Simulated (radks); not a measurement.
Problem. Species: S2+. Configuration: [He] 2s2 2p5 3s2 3p2 3d1 (not the ground configuration). Calculated with a radial shooting solver on a logarithmic mesh with Libxc functionals: scalar-relativistic Kohn-Sham, BLYP, spin-unpolarised, spherical densities, finite nucleus; Fermi nuclear charge, rms radius 3.2611 fm. Some entries of the table are withheld. Estimate them.

orbital,occ.,eigenvalue (hartree),<r> (bohr),r(max) (bohr)
1s,2,-90.93192,0.09681,0.06328
2s,2,-9.63633,0.4679,0.3828
2p,5,(1),0.4262,0.3182
3s,2,-1.63248,1.478,1.286
3p,2,(2),1.618,1.369
3d,1,-0.57449,2.058,1.560
4s,0,-0.47665,3.763,3.463
4p,0,-0.37042,4.303,3.952

Solution. 
(1) 2p eigenvalue (hartree): -7.69092
(2) 3p eigenvalue (hartree): -1.18769
